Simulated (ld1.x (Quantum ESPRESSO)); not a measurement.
## Ga (Z = 31), TM: configuration errors across variants

ld1.x (Quantum ESPRESSO) 7.5 input, shortened:

```
&input
   title='Ga', zed=31., rel=1, dft='PBE', iswitch=3,
   config='[Ar] 3d10 4s2 4p1 4d-2'
 /
 &inputp
   pseudotype=2, tm=.true., lloc=-1, rcloc=1.50,
   nlcc=.false.
 /
3
4S  1  0   2.00   0.00  1.40  1.40  0.0
4P  2  1   1.00   0.00  1.65  1.65  0.0
4D  3  2  -2.00  -0.05  1.80  1.80  0.0
 &test
   configts(1)='4s2 4p1'
 /
```

All-electron excitation energies from the reference (eV): (1) 4s2 4p0 5.688; (2) 4s1 4p0 26.816; (3) 4s2 4p0.5 2.030; (4) 4s0 4p3 13.371; (5) 4s2 4p1.3 -0.534; (6) 4s1 4p1 13.060; (7) 4s1 4p2 6.538.

2 further variants failed, have other tests or too few solved ones, and are left out.

A true bound ghost makes a file unfit for plane-wave use even where its test errors are small: the radial tests pick states by their node count and pass the ghost by.

Errors AE − PS in meV (a dash: test not solved or not reliable):

| change | (1) | (2) | (3) | (4) | (5) | (6) | (7) | bound ghosts |
| --- | --- | --- | --- | --- | --- | --- | --- | --- |
| base | +13 | +85 | +2.2 | +99 | +0.5 | +12 | +19 | d |
| wave 4s (bound): rc 1.40 bohr becomes 4s (bound): rc 1.96 bohr | +13 | +82 | +2.1 | +98 | +0.5 | +13 | +20 | d |
| wave 4d channel at -0.05 Ry: rc 1.80 bohr becomes 4d channel at 0.2 Ry: rc 1.80 bohr | +13 | +85 | +2.2 | +99 | +0.5 | +12 | +19 | d |
| wave 4d channel at -0.05 Ry: rc 1.80 bohr becomes 4d channel at -0.05 Ry: rc 2.44 bohr | +13 | +85 | +2.2 | +99 | +0.5 | +12 | +19 | none |
| local potential all-electron potential smoothed inside 2.14 bohr (lloc = -1) | +9.9 | +58 | +1.7 | +98 | +0.5 | +6.7 | +18 | d |
| wave 4p (bound): rc 1.65 bohr becomes 4p (bound): rc 2.16 bohr | +15 | +90 | +2.4 | +97 | +0.6 | +9.0 | +17 | d |
| local potential all-electron potential smoothed inside 1.25 bohr (lloc = -1) | +6.8 | +40 | +1.3 | +101 | +0.4 | +4.3 | +17 | d, s |
| core correction a·sin(br)/r model core inside 0.76 bohr | -9.8 | -161 | -1.4 | -67 | -0.1 | -42 | -16 | d |
| all radii scaled by about 1.39 (s 1.94, p 2.30, d 2.50 bohr); local potential all-electron potential smoothed inside 2.08 bohr (lloc = -1) | +9.9 | +59 | +1.7 | +83 | +0.5 | +5.9 | +17 | none |

Question: Give the same row for: all radii scaled by about 0.72 (s 1.00, p 1.18, d 1.30 bohr); local potential all-electron potential smoothed inside 1.08 bohr (lloc = -1).

Answer: +19, +42, +2.8, +314, +0.6, +31, +47; bound ghosts: s, p.
